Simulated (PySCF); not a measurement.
r2SCAN on P²⁺ (phosphorus, charge +2)

Configuration: [Ne] 3s1 3p1 4s1, high-spin 4P determinant (an excited configuration). Computed with PySCF 2.14 in dyall-av2z (13s9p2d, 50 functions), with no relativity, point nucleus.

* Total energy: -339.2966 hartree
* One-electron energy: -455.0023 hartree
* Hartree (Coulomb) energy: 138.0318 hartree
* Exchange-correlation energy: -22.3260 hartree
* Kinetic energy: 338.88385 hartree
* ⟨S²⟩: 3.7501
* ⟨L²⟩: 2.038
* Sum of ⟨r⟩: 11.83 bohr
* Sum of ⟨r²⟩: 29.28 bohr²
* Traceless quadrupole moment −½Σ⟨3z² − r²⟩ along its main axis: -2.14 e·bohr²
* Density at the nucleus (Gaussians lack the cusp): 2140 bohr⁻³
* Spin density at the nucleus: 10.7 bohr⁻³
* Langevin diamagnetic susceptibility: -23.2 ×10⁻⁶ cm³/mol

```
shell  electrons  mean orbital energy (hartree)  spread (hartree)  rms radius, mean of both spins (bohr)
 1s α          1                      -78.01807                 0                                  0.121
 1s β          1                      -77.99947                 0                                  0.121
 2s α          1                       -7.68646                 0                                  0.566
 2s β          1                       -7.67148                 0                                  0.566
 2p α          3                       -5.83604           0.00998                                  0.540
 2p β          3                       -5.81174           0.02751                                  0.540
 3s α          1                       -1.49224                 0                                   1.80
 3p α          1                       -1.12412                 0                                   2.01
 4s α          1                       -0.49733                 0                                   4.43
```

The outer electron is Rydberg-like, and this basis confines it to a smaller radius and binds it less than a complete one would.
